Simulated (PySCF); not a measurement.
Level of theory: PBE-D3(BJ)/def2-TZVP (PySCF). Isolated molecules, 0 K electronic values unless said otherwise. 

Reference species (SMILES): `Br[B]Br` (neutral, multiplicity 2).

```
Property       Result
-------------  ------
dipole moment  0.52 D
```

Changed species: `I[B]I` (radical fragment; the reference has radical fragment).

**Question.** Predict the effect on the dipole moment.

**Answer.** the dipole moment rises by 0.18 D, to 0.70 D.
